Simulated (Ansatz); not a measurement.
CH6N2OSi, SMILES `C=N[SiH](N)O`. The species carries charge 0 and has multiplicity 1. Geometry: relaxed with PBE0-D4/def2-TZVP. It is one conformer, not always the lowest.

```xyz
11

C     0.521   -1.870    0.837
N     0.614   -1.154   -0.193
Si   -0.365    0.239   -0.533
N     0.528    1.680   -0.742
O    -1.404    0.417    0.733
H    -0.202   -1.692    1.645
H     1.186   -2.733    0.970
H    -1.054   -0.019   -1.819
H     0.902    1.890   -1.655
H     1.156    1.998   -0.020
H    -1.882    1.246    0.777
```

**Question.** What is the dipole moment at B3LYP/def2-TZVPP? (Estimate.)

**Answer.** Computed: 1.54 D, with components (0.25, 1.32, 0.75) D in this frame, pointing from negative to positive charge.

**Question.** And with PBE, r2SCAN, ωB97M-V? (Estimate.)

**Answer.** Computed: PBE 1.59 D, r2SCAN 1.59 D, ωB97M-V 1.55 D.

**Question.** Give the Mulliken charges with B3LYP, PBE, ωB97M-V in def2-TZVPP. (Best estimate.)

**Answer.** Ansatz gave: 
```csv
atom,B3LYP,PBE,ωB97M-V
C1,-0.09,-0.08,-0.07
N2,-0.28,-0.23,-0.31
Si3,0.64,0.51,0.60
N4,-0.40,-0.39,-0.37
O5,-0.40,-0.36,-0.39
H6,0.10,0.08,0.10
H7,0.10,0.09,0.11
H8,-0.12,-0.11,-0.07
H9,0.14,0.15,0.12
H10,0.14,0.15,0.12
H11,0.18,0.18,0.18
```

B3LYP here is the variant with VWN-RPA as its local correlation; programs differ in this.
